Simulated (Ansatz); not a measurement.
A nudged elastic band was laid between two geometries of BCl2H + ClH (6 atoms, charge 0, multiplicity 1).

All numbers below come from RKS PBE/6-31G* (Ansatz).

| Property | Result |
| --- | --- |
| movable images | 9 |
| climbing image | yes |
| spring | 5.0 eV/Å² |
| optimiser | quadratic models (default) |
| start path | straight line |
| force threshold | 0.05 eV/Å |
| iteration limit | 60 |
| end points | relaxed |

First end point:

```xyz
6
Properties=species:S:1:pos:R:3
B -0.010 0.513 -0.259
H -0.016 0.755 0.912
Cl 1.520 0.403 -1.107
Cl -1.531 0.335 -1.110
Cl 0.058 -2.677 1.180
H 0.108 -2.253 2.405
```

Last end point:

```xyz
6
Properties=species:S:1:pos:R:3
B 0.022 -0.960 -0.721
H 0.011 0.809 2.317
Cl 1.525 -0.148 -1.118
Cl -1.514 -0.199 -1.096
Cl 0.054 -2.537 0.048
H 0.031 0.110 2.589
```

Task: What changes between the two ends?

Result: Bonds broken: B1–H2, Cl5–H6. Bonds formed: B1–Cl5, H2–H6. BCl2H + ClH becomes BCl3 + H2.

Task: Give the energies along the band, and the barrier.

Result: It converged. The highest image is number 5 of 0 to 10, 84.3 kJ/mol above the first end and 151.4 kJ/mol above the last; the last end lies 67.1 kJ/mol below the first. Another band between the same ends (9 images) ends at a top of the same energy, where a vibrational analysis finds 1 clearly imaginary mode. The orbitals stay closed-shell, which can raise the energy where a bond breaks towards radicals; this wasn't checked here.

```
image  path coordinate (Å)  energy (kJ/mol)  B1–H2 (Å)  Cl5–H6 (Å)  B1–Cl5 (Å)
    0                 0.00              0.0       1.20        1.30        3.50
    1                 0.48              0.7       1.20        1.30        3.44
    2                 0.97              2.7       1.20        1.30        3.39
    3                 1.45             10.4       1.20        1.30        3.06
    4                 1.94             40.8       1.22        1.34        2.59
    5                 2.42             84.3       1.30        1.56        2.14
    6                 2.94             27.4       1.63        2.02        1.86
    7                 3.46            -32.9       2.16        2.42        1.77
    8                 3.98            -59.6       2.64        2.84        1.76
    9                 4.50            -66.2       3.10        3.17        1.76
   10                 5.01            -67.1       3.52        3.67        1.76
```

Task: What is the geometry of the highest image?

Result: 
```xyz
6
Properties=species:S:1:pos:R:3
B 0.015 -0.245 0.053
H 0.017 0.206 1.268
Cl 1.554 0.149 -0.733
Cl -1.550 0.096 -0.707
Cl 0.056 -2.274 0.742
H 0.037 -0.856 1.396
```

The run took 14 min on 1 thread of Arm Neoverse V1, on a shared host, peak memory 0.12 GiB.
